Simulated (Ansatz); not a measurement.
A structure relaxed at r2SCAN-D4/def2-SVP in Ansatz, charge 0, singlet:

```xyz
14

C     0.190   -0.600   -0.228
C     0.628   -1.957   -0.685
C    -0.981    0.045   -0.907
In    0.309    2.066    1.649
O     0.786   -0.038    0.689
H    -0.212   -2.666   -0.586
H     0.878   -1.924   -1.759
H     1.490   -2.305   -0.103
H    -0.672    1.034   -1.287
H    -1.760    0.245   -0.151
H    -1.397   -0.561   -1.722
H    -1.306    1.627    2.144
H     0.442    2.955    0.152
H     1.604    2.083    2.793
```

Problem. Give its formula, name or SMILES.

Solution. In(OCMe2)H3 (C3H9InO).

Problem. Summarise the bond lengths by kind (pairs closer than 1.2 times the sum of covalent radii, bridged metal pairs left out).

Solution. 2 × C–C 1.50 Å; 1 × C–O 1.23 Å; 1 × In–O 2.36 Å; 6 × C–H 1.10 Å; 3 × H–In 1.73 to 1.75 Å.

In the def2 sets In takes a core potential; there is no spin–orbit coupling. Another isomer (singlet) lies 0.62 eV lower at PBE0-D4/def2-TZVP; other spin states weren't run for this one.
